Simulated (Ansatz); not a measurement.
This Ansatz (a program for electronic structure) input (CCSD(T)/6-31G) gives -288.85201 Eh with 13 basis functions. A basis named .json is the Basis Set Exchange file of that set (core-valence sets with the plain set on hydrogen).

Ansatz 0.2 input:
```yaml
crystal:
  periodic: [false, false, false]
  atoms:
    - {symbol: Si, position_ang: [0.00000000, 0.00000000, 0.00000000]}
basis:
  gaussian:
    orbitals: 6-31G
magnetization: {spin_polarized: true, initial_magnetization: 2}
correlation: {method: ccsd_t, electrons: outside_noble_gas}
scf: {lower_state_search: full}
```

Change:
```diff
- orbitals: 6-31G
+ orbitals: def2-SV_P_.json
```

**Question.** What does the run give now?

**Answer.** -288.81556 Eh (CCSD(T)/def2-SV(P), 18 functions), a change of +36.45 mEh.
